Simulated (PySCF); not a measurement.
# isopropylcyclopentane, C$_{8}$H$_{16}$

Molfile (atoms numbered from 1):
```
C8H16
     RDKit          3D

 24 24  0  0  0  0  0  0  0  0999 V2000
   -2.1575    0.4224    1.2942 C   0  0  0  0  0  0  0  0  0  0  0  0
   -1.4126   -0.2297    0.1337 C   0  0  0  0  0  0  0  0  0  0  0  0
   -2.2372   -0.1429   -1.1462 C   0  0  0  0  0  0  0  0  0  0  0  0
   -0.0160    0.3726   -0.0411 C   0  0  0  0  0  0  0  0  0  0  0  0
    0.7947   -0.1823   -1.2193 C   0  0  0  0  0  0  0  0  0  0  0  0
    2.2326    0.1785   -0.8681 C   0  0  0  0  0  0  0  0  0  0  0  0
    2.3140   -0.1438    0.6247 C   0  0  0  0  0  0  0  0  0  0  0  0
    0.9152    0.1872    1.1833 C   0  0  0  0  0  0  0  0  0  0  0  0
   -2.3320    1.4926    1.0919 H   0  0  0  0  0  0  0  0  0  0  0  0
   -3.1397   -0.0490    1.4537 H   0  0  0  0  0  0  0  0  0  0  0  0
   -1.5955    0.3498    2.2372 H   0  0  0  0  0  0  0  0  0  0  0  0
   -1.2722   -1.3011    0.3769 H   0  0  0  0  0  0  0  0  0  0  0  0
   -2.3456    0.9057   -1.4712 H   0  0  0  0  0  0  0  0  0  0  0  0
   -3.2498   -0.5476   -0.9933 H   0  0  0  0  0  0  0  0  0  0  0  0
   -1.7770   -0.7029   -1.9734 H   0  0  0  0  0  0  0  0  0  0  0  0
   -0.1465    1.4578   -0.2145 H   0  0  0  0  0  0  0  0  0  0  0  0
    0.6842   -1.2816   -1.2617 H   0  0  0  0  0  0  0  0  0  0  0  0
    0.4702    0.2148   -2.1925 H   0  0  0  0  0  0  0  0  0  0  0  0
    2.3917    1.2579   -1.0346 H   0  0  0  0  0  0  0  0  0  0  0  0
    2.9829   -0.3559   -1.4706 H   0  0  0  0  0  0  0  0  0  0  0  0
    2.5258   -1.2176    0.7530 H   0  0  0  0  0  0  0  0  0  0  0  0
    3.1218    0.3984    1.1387 H   0  0  0  0  0  0  0  0  0  0  0  0
    0.9304    1.0928    1.8081 H   0  0  0  0  0  0  0  0  0  0  0  0
    0.5488   -0.6261    1.8304 H   0  0  0  0  0  0  0  0  0  0  0  0
  1  2  1  0
  2  3  1  0
  2  4  1  0
  4  5  1  0
  5  6  1  0
  6  7  1  0
  7  8  1  0
  8  4  1  0
  1  9  1  0
  1 10  1  0
  1 11  1  0
  2 12  1  0
  3 13  1  0
  3 14  1  0
  3 15  1  0
  4 16  1  0
  5 17  1  0
  5 18  1  0
  6 19  1  0
  6 20  1  0
  7 21  1  0
  7 22  1  0
  8 23  1  0
  8 24  1  0
M  END
```

Method: PySCF 2.14.0, quadratic response CAM-B3LYP/aug-cc-pVDZ first hyperpolarisability, Taylor convention, gas phase. Geometry: PBE0-D3(BJ)/def2-SVP.

What is the first hyperpolarisability, and how does it disperse?

In 10⁻³⁰ esu, Taylor convention; the vector part is βᵢ = ⅓ Σⱼ (βᵢⱼⱼ + βⱼᵢⱼ + βⱼⱼᵢ); β∥ is 3/5 of the vector part along the dipole, the dipole points from − to +:
| process | λ (nm) | β vector norm | β∥ | β HRS | depolarisation ratio |
| --- | --- | --- | --- | --- | --- |
| static β(0;0,0) | ∞ | 0.32 | 0.19 | 0.16 | 3.42 |
| second harmonic β(−2ω;ω,ω) | 1907 | 0.34 | 0.20 | 0.16 | 3.44 |
| Pockels β(−ω;ω,0) | 1907 | 0.33 | 0.19 | – | – |
| second harmonic β(−2ω;ω,ω) | 1064 | 0.37 | 0.22 | 0.18 | 3.48 |
| Pockels β(−ω;ω,0) | 1064 | 0.34 | 0.20 | – | – |

Which lowest excitations, dipole and polarisabilities go with it?

S1 7.83 eV (f = 0.001); S2 8.05 eV (f = 0.006); S3 8.07 eV (f = 0.015); dipole 0.09 D; isotropic α 95.8 au static, 96.0 au at 1907 nm, 96.5 au at 1064 nm, 96.6 au at 953.5 nm, 98.5 au at 532 nm.
